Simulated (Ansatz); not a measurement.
Gas-phase electronic energies from Ansatz, PBE0-D4/def2-TZVP geometries. CCSD(T)/CBS adds triple-zeta CCSD(T) − MP2 to the extrapolated MP2 energy (def2 sets, frozen cores). Functionals use def2-TZVPP. Each species was taken in one conformer, which may not be the lowest.

Consider the cleavage of the Si–Si bond: `C[Si](N)(N)[SiH3]` + `NB(N)O` → `NB(N)O[SiH3]` + `C[SiH](N)N`.

```tsv
level	ΔE (eV)
ωB97X-V	-1.04
ωB97M-V	-1.09
B2PLYP	-1.13
PBE	-0.81
PBE0	-0.90
HF/def2-QZVPP	-1.39
MP2/def2-QZVPP	-1.14
CCSD/CBS(def2)	-1.11
```

Question: What does CCSD(T)/CBS give? (Best estimate.)

Answer: Ansatz gave: -1.07 eV. The listed levels differ from it by 0.03, -0.02, -0.06, 0.26, 0.17, -0.32, -0.07, -0.04 eV.

Largest T1 diagnostic among the species: 0.011.

In def2-TZVPP, CCSD(T) changes the Hartree–Fock value by +0.30 eV (the triples alone add +0.04 eV) and MP2 by +0.23 eV. The D4 term adds +0.04 eV with B3LYP and +0.02 eV with PBE0; it sums over pairs of atoms, weighted by their polarisabilities, and B3LYP, whose exchange is more repulsive, gets the larger term. From PBE to PBE0 (25 % exact exchange), in def2-TZVPP and without D4, ΔE moves by −0.09 eV.

B3LYP here is the variant with VWN-RPA as its local correlation; programs differ in this.
